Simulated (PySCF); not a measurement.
Molecule: In(F)(Br)(Me), SMILES [CH3][In]([F])[Br]. Atoms near the plane z = 0.0 Å, at the B3LYP/def2-SVP optimised geometry (x, y, z in Å): In1 (-0.1, 0.2, 0.0), F2 (1.9, 0.2, 0.0), Br3 (-1.0, 2.5, 0.0), C4 (-1.2, -1.7, 0.0), H5 (-1.9, -1.7, -0.9), H6 (-1.8, -1.7, 0.9), H7 (-0.5, -2.5, -0.1).

Level of theory: B3LYP/def2-TZVP, def2 effective core potentials past Kr in PySCF. The core electrons that the potentials of In replace are not part of the density. Cells within 0.4 Å of a nucleus heavier than hydrogen are left out (blank, or x). The values are rescaled to run from 0 to 1.

```
|33333333333333222223333333333|
|33333333333333222222233333333|
|33333333334433222222222333333|
|33333333456765322222222223333|
|33333333589999532222222222333|
|33333334799999942222222222223|
|33333234999x99963222222222223|
|33333224999xx9983222222222222|
|33333323999x99984322111122222|
|33333333699999996421111112222|
|33333333489999999631000111222|
|33333334469999999954200011222|
|44444444579999999999950001222|
|4444444568999xx9999xx91001122|
|4444445568999xx9999xx91001222|
|44444455689999999999950011222|
|44444555799999999954200011222|
|44444556999999999742100112222|
|4444455799xx99997542111122222|
|4444455799xx99976543222222233|
|44444456999999975543332223333|
|44444445799999986544333333333|
|44444444568999985544333333333|
|44444444455799865444433333333|
|44444444444566655444433333333|
|44444444444455554444433333333|
|44444444444444444444433333333|
|44444444444444444444443333333|
|44444444444444444444443333333|
```
Scale: ten equal steps from 0.000 (start of '0') to 1.00 (end of '9'), in the order '0123456789'; x runs from -5.00 to 5.00, y from -5.00 (bottom) to 5.00 (top).

Q: Which quantity is mapped?
(A) electrostatic potential
(B) log10 of the electron density
(C) deformation density (molecule minus spherical neutral atoms)
(D) electron localisation function

A: A, electrostatic potential. In full: electrostatic potential (hartree/e), clipped to [-0.08, 0.12].
